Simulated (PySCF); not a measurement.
A ladder of Hamiltonians for Pd²⁸⁺ (palladium, charge +28)

Occupied: 1s1/2, 2s1/2, 2p1/2, 2p3/2, 3s1/2, 3p1/2, 3p3/2. Hartree-Fock calculated with PySCF 2.14 in an even-tempered Gaussian basis (21 s from 1.9 bohr⁻², ratio 2.3; 16 p from 2.2 bohr⁻², ratio 2.3), Gaussian nucleus throughout. NR is non-relativistic, sf-X2C the spin-free one-electron X2C Hamiltonian, X2C adds the bare one-electron spin-orbit term, X2C-SNSO screens it by Boettger's factors, DC is four-component Dirac-Coulomb, and the Gaunt term is added at first order (total energies over the DC spinors, levels after relaxing the spinors in that mean field). QED terms are absent. Levels marked empty are virtual spinors of this ion; the basis has s and p functions only, so 3d, which can lie below the n = 4 levels, is absent.

```json
{"level (eV)": "1s1/2", "NR": "-25104.3", "sf-X2C": "-25819.5", "X2C": "-25817.9", "X2C-SNSO": "-25818.0"}
{"level (eV)": "2s1/2", "NR": "-4789.8", "sf-X2C": "-4972.2", "X2C": "-4971.7", "X2C-SNSO": "-4971.8"}
{"level (eV)": "2p1/2", "NR": "-4542.1", "sf-X2C": "-4593.3", "X2C": "-4710.8", "X2C-SNSO": "-4705.3"}
{"level (eV)": "2p3/2", "NR": "-4542.1", "sf-X2C": "-4593.3", "X2C": "-4539.2", "X2C-SNSO": "-4541.5"}
{"level (eV)": "3s1/2", "NR": "-1740.3", "sf-X2C": "-1789.3", "X2C": "-1789.2", "X2C-SNSO": "-1789.2"}
{"level (eV)": "3p1/2", "NR": "-1640.0", "sf-X2C": "-1657.6", "X2C": "-1684.2", "X2C-SNSO": "-1682.9"}
{"level (eV)": "3p3/2", "NR": "-1640.0", "sf-X2C": "-1657.6", "X2C": "-1645.3", "X2C-SNSO": "-1645.8"}
{"level (eV)": "4s1/2 (empty)", "NR": "-837.20", "sf-X2C": "-854.84", "X2C": "-854.81", "X2C-SNSO": "-854.81"}
{"level (eV)": "4p1/2 (empty)", "NR": "-800.84", "sf-X2C": "-808.01", "X2C": "-816.89", "X2C-SNSO": "-816.48"}
{"level (eV)": "4p3/2 (empty)", "NR": "-800.84", "sf-X2C": "-808.01", "X2C": "-803.90", "X2C-SNSO": "-804.08"}
```

Task: Where do the four-component calculations put these levels?

Result: 1s1/2: DC -25837.4, DC+Gaunt -25784.7; 2s1/2: DC -4973.9, DC+Gaunt -4969.0; 2p1/2: DC -4706.0, DC+Gaunt -4697.6; 2p3/2: DC -4543.3, DC+Gaunt -4537.3; 3s1/2: DC -1789.7, DC+Gaunt -1788.6; 3p1/2: DC -1683.0, DC+Gaunt -1681.2; 3p3/2: DC -1646.1, DC+Gaunt -1644.9; 4s1/2 (empty): DC -854.96, DC+Gaunt -854.58; 4p1/2 (empty): DC -816.53, DC+Gaunt -815.89; 4p3/2 (empty): DC -804.18, DC+Gaunt -803.74 (eV).

```csv
Hamiltonian,E (hartree),E − E(DC) (hartree),CPU seconds
NR,-4401.6345,106.4168,0.66
sf-X2C,-4506.0640,1.9873,0.48
X2C,-4507.0091,1.0422,0.47
X2C-SNSO,-4506.9266,1.1247,0.48
DC,-4508.0513,0.0000,37
DC+Gaunt,-4504.5768,3.4745,62
```

Weight of the small component: 1s1/2 0.0283, 2s1/2 0.00606, 2p1/2 0.00601, 2p3/2 0.00579, 3s1/2 0.00208, 3p1/2 0.00201, 3p3/2 0.00196, 4s1/2 0.000921, 4p1/2 0.000899, 4p3/2 0.000880.

Koopmans' value for the highest occupied level at DC+Gaunt: 1644.9 eV, against an ionisation energy of 1644 ± 5 eV (semi-empirical (NIST evaluation); NIST Atomic Spectra Database, ionization energies); the former lacks relaxation, correlation, QED and recoil.

The whole ladder took 110 s of wall time on 1 thread of Intel(R) Xeon(R) Platinum 8259CL CPU @ 2.50GHz (shared host), launched as `OMP_NUM_THREADS=1 python relrun2.py TASK.json OUT` (a driver that calls PySCF for each Hamiltonian).
